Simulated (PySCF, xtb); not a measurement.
ZrO2, SMILES [O]=[Zr]=[O], multiplicity 1.

Harmonic wavenumbers (cm⁻¹) from GFN2-xTB run with xtb at its own minimum, in rising order: 241, 728, 755.

Task: What does PBE-D3(BJ)/def2-TZVP (PySCF) give at its own minimum? (Estimate from the structure and the level; the computed values follow.)

Result: 304, 844, 910. Paired by order, the mean absolute difference is 111 cm⁻¹ and the zero-point energies are 2.5 and 2.9 kcal/mol.
